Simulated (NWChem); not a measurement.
A series in which one site is exchanged, each optimised at PBE0/def2-SVP with NWChem, gas phase unless a solvent is named. Some are not confirmed as minima by frequencies. def2 effective core potentials on In, I; no spin-orbit coupling.

A: BI (BH₂I; site = B)
B: [InH2][I] (InH₂I; site = In)
C: [I][GaH2] (GaH2I; site = Ga)
D: [AlH2][I] (AlH2I; site = Al)

Values for A:

```
Property                                              Result
----------------------------------------------------  ------
dipole (D), PBE0/def2-SVP                               0.37
orbital gap (eV), PBE0/def2-SVP                         5.33
vertical ionisation energy, ΔSCF, PBE/def2-SVP (eV)     9.80
static polarisability, B3LYP/def2-SVPD (bohr³)          51.2
lowest singlet excitation, B3LYP/def2-SVPD, TDA (eV)    3.73
```

Problem. How do these values change for the other members?

Solution. 
```json
[
 {"change from A": "dipole (D), PBE0/def2-SVP", "B": "+2.08", "C": "+1.22", "D": "+0.76"},
 {"change from A": "orbital gap (eV), PBE0/def2-SVP", "B": "-0.20", "C": "+0.09", "D": "+0.38"},
 {"change from A": "vertical ionisation energy, ΔSCF, PBE/def2-SVP (eV)", "B": "-0.60", "C": "-0.35", "D": "-0.21"},
 {"change from A": "static polarisability, B3LYP/def2-SVPD (bohr³)", "B": "+26.8", "C": "+17.0", "D": "+14.8"},
 {"change from A": "lowest singlet excitation, B3LYP/def2-SVPD, TDA (eV)", "B": "0.00", "C": "+0.21", "D": "+0.56"}
]
```
